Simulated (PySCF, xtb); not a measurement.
Be(I)(OH) (BeHIO), SMILES [I][Be][OH].

xtb 6.7.1 with GFN2-xTB at its own geometry gives an orbital gap of 7.03 eV and a dipole moment of 6.66 D.

The structure is a stationary point at r2SCAN-D4/def2-TZVP. The def2 effective core potentials stand for the cores of I; spin–orbit coupling is left out. Other conformers were not sampled.

### Question
What does PBE/def2-TZVPD (PySCF) give? (An estimate is asked for; the answer gives what the named calculation found.)

### Answer
gap 5.36 eV (levels -6.72 and -1.36 eV), dipole 1.67 D.
